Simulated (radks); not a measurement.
Q: Radial electron density D(r) = 4 pi r^2 rho(r) of an atom or ion with 59 electrons. Method: scalar-relativistic Kohn-Sham, r2SCAN, spin-unpolarised, spherical densities, finite nucleus; meta-GGA in the generalised Kohn-Sham scheme; Fermi nuclear charge, rms radius of each element as measured or else 0.836 A^(1/3) + 0.57 fm; computed with a radial shooting solver on a logarithmic mesh with Libxc functionals.

```
   r/bohr * D(r) (the largest magnitude, 102, reaches the edge; | marks zero)
 0.003468 |          *
 0.004738 |                *
 0.006472 |                       *
 0.008842 |                               *
  0.01208 |                                      *
   0.0165 |                                         *
  0.02255 |                                       *
   0.0308 |                                    *
  0.04208 |                                       *
  0.05749 |                                                 *
  0.07853 |                                                      *
   0.1073 |                                             *
   0.1466 |                                        *
   0.2002 |                                               *
   0.2736 |                                     *
   0.3737 |                  *
   0.5106 |                   *
   0.6975 |                *
   0.9529 |       *
    1.302 |    *
    1.779 |  *
     2.43 |*
    3.319 |*
    4.535 *
    6.195 *
    8.464 *
    11.56 *
```

What is the nuclear charge?

A: Z = 59. The innermost maximum, from 1s, lies near gamma/Z bohr with gamma = sqrt(1 - (Z/c)^2) = 0.903, here 0.0153 bohr (found: 0.0168), and its height grows with Z. The density is that of neutral praseodymium in [Xe] 5d2 6s2 6p1; the configuration itself is not fixed sharply by these data, and Z only to a few units. D(r) has 4 maxima, at r = 0.0168, 0.0743, 0.208, 0.571 bohr, and minima at 0.0323, 0.137, 0.421 bohr, inside which lie 1.96, 11.15, 28.95 electrons.
